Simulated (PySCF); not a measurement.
C₅H₅F, SMILES C=C[C@@H](F)C#C.

Geometry: PBE0-D3(BJ)/def2-SVP. The structure was generated by enumeration; whether it is a known compound was not checked. The values are those of a single conformer.

Two levels are set side by side: TDA-PBE/def2-SVPD (PySCF) and TDA-M06-2X/def2-SVPD (PySCF). Vertical, same geometry. The lowest singlet is HOMO−1→LUMO 90 % with PBE and HOMO−1→LUMO+1 41 %, HOMO−1→LUMO+2 13 %, HOMO−1→LUMO+3 7 % with the other functional; states are paired by order. Differences are taken from unrounded values.

```
quantity                              TDA-M06-2X
------------------------------------  ----------
lowest singlet excitation (eV)              5.86
lowest triplet excitation (TDA) (eV)        4.82
```

### Question
What does TDA-PBE give, and how far is it from TDA-M06-2X? (An estimate is asked for; the answer gives what the named calculation found.)

### Answer

| quantity | TDA-PBE | TDA-PBE minus TDA-M06-2X |
|---|---|---|
| lowest singlet excitation (eV) | 5.77 | -0.09 |
| lowest triplet excitation (TDA) (eV) | 4.52 | -0.31 |

Rough cost on one machine, each run with all the roots and properties that it gave: TDA-M06-2X against TDA-PBE about 7 times.
